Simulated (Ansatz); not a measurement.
Basis-set series for C9H10O3SiW, SMILES `[CH3][W-3]1234([C]#[O+])([C]#[O+])([C]#[O+])[C@@H]5[C@H]1[C@H]2[C@@]3([SiH3])[C@@H]54`. Total charge 0; spin multiplicity 1. W: def2 effective core potential. Geometry: relaxed with PBE0-D4/def2-TZVP.

```csv
functional,basis,functions,energy (Eh),HOMO (eV),LUMO (eV)
PBE0-D4,def2-SVP,268,-930.03348,-6.36,-1.34
PBE0-D4,def2-QZVPP,1135,-930.84400,-6.34,-1.42
ωB97M-V,def2-SVP,268,-930.46860,-8.26,0.75
ωB97M-V,def2-QZVPP,1135,-931.30044,-8.26,0.58
```

(1) Give the rows for def2-TZVPP. (Best estimate.)

## Answers

(1) Computed: 
```tsv
functional	basis	functions	energy (Eh)	HOMO (eV)	LUMO (eV)
PBE0-D4	def2-TZVPP	610	-930.80322	-6.32	-1.39
ωB97M-V	def2-TZVPP	610	-931.26259	-8.25	0.65
```

Positive LUMOs are unbound and depend on the basis.
